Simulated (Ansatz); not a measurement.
Input file for Ansatz (a quantum-chemistry and plane-wave program): R-r2SCAN/def2-TZVPP on H3NOSi (SMILES N[Si]O), a point of a torsion scan.

Ansatz 0.2 input:
```yaml
crystal:
  periodic: [false, false, false]
  atoms:
    - {symbol: N, position_ang: [-1.02283767, -0.04812611, 0.17207698]}
    - {symbol: Si, position_ang: [0.39359139, -0.93313627, 0.57416806]}
    - {symbol: O, position_ang: [1.54594807, -0.17478236, -0.29273570]}
    - {symbol: H, position_ang: [-1.92807539, -0.26717863, 0.54908589]}
    - {symbol: H, position_ang: [-1.05836113, 0.75350754, -0.44687163]}
    - {symbol: H, position_ang: [1.54396391, 0.75144782, -0.53807460]}
basis:
  gaussian:
    orbitals: def2-TZVPP
hamiltonian:
  xc: {name: r2SCAN}
scf: {lower_state_search: off}
```

Question: Predict the final total energy.

Answer: -421.2941 hartree.
